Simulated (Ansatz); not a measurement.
Cartesian coordinates in Å:
```
C -1.052 0.704 0.454
C 0.113 0.001 -0.174
S 0.682 0.837 -1.623
O -0.178 -1.542 -0.379
B 0.815 -1.195 0.417
F 1.738 -1.782 1.134
H -0.715 1.641 0.904
H -1.501 0.085 1.231
H -1.818 0.940 -0.290
H 1.917 0.312 -1.674
```

Total charge 0; spin multiplicity 1.

Task: List the ωB97M-V/def2-TZVPP orbital energies in eV (Ansatz). (Best estimate.)

Result: Ansatz gave: Occupied: -2427.35, -678.53, -526.83, -284.00, -281.89, -221.31, -189.94, -164.44, -164.35, -164.22, -37.40, -32.13, -25.38, -23.15, -19.49, -18.67, -16.84, -16.49, -16.29, -15.29, -14.99, -14.14, -13.38, -12.94, -11.92, -10.85, -9.57. Lowest empty: 1.48, 2.16, 2.69, 3.14, 3.42, 3.72, 4.02, 4.45.
